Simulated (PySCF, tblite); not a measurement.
Isomers of C4H10N2Si. Computed values, GFN2-xTB/tblite, gas phase, harmonic and unscaled. Errors from tens to a few hundred cm⁻¹ against measured bands are possible. Modes of hydrogen on silicon can be 10 to 20 % off. One conformer each.

Electronic energies: PBE0/pcSseg-1 single points on the GFN2-xTB geometries (PySCF, gas phase).

```csv
SMILES,"electronic energy, lowest = 0 (kJ/mol)"
[H]/N=C\[C@@H](N)[C@H]1C[SiH2]1,153.1
CC1=NN([SiH3])CC1,25.3
CN[C@@H]1C=N[SiH2]C1,0.0
```

Task: How do GFN2-xTB zero-point energies change the relative energies?

Result: 
```
                         SMILES  ZPE (kJ/mol)  of it from modes above 1550 cm⁻¹  electronic (kJ/mol)  with ZPE, lowest = 0 (kJ/mol)  lowest mode (cm⁻¹)  rings
           CN[C@@H]1C=N[SiH2]C1         355.7                             182.0                  0.0                            0.0                  71      1
              CC1=NN([SiH3])CC1         347.0                             175.4                 25.3                           16.7                  51      1
[H]/N=C\[C@@H](N)[C@H]1C[SiH2]1         351.6                             198.3                153.1                          149.0                  51      1
```

The zero-point energies span 8.7 kJ/mol, from `CC1=NN([SiH3])CC1` to `CN[C@@H]1C=N[SiH2]C1`. The order is unchanged.

Task: And how do the electronic energies of GFN2-xTB itself compare?

Result: `CN[C@@H]1C=N[SiH2]C1` 79.0; `CC1=NN([SiH3])CC1` 0.0; `[H]/N=C\[C@@H](N)[C@H]1C[SiH2]1` 303.0 kJ/mol, lowest = 0. Against the energies above, taken from the same isomer `CN[C@@H]1C=N[SiH2]C1`, the largest difference is 104.3 kJ/mol.

Task: What do entropy and thermal enthalpy add at 298.15 K and 1 bar (rigid rotor, harmonic oscillator, one conformer each)?

Result: 
```csv
SMILES,point group,symmetry number,S (J/(mol K)),H − H(0) (kJ/mol),ZPE + H − H(0) − TS (kJ/mol)
CN[C@@H]1C=N[SiH2]C1,C1,1,367.9,24.02,270.0
CC1=NN([SiH3])CC1,C1,1,387.6,25.93,257.4
[H]/N=C\[C@@H](N)[C@H]1C[SiH2]1,C1,1,387.6,26.35,262.3
```
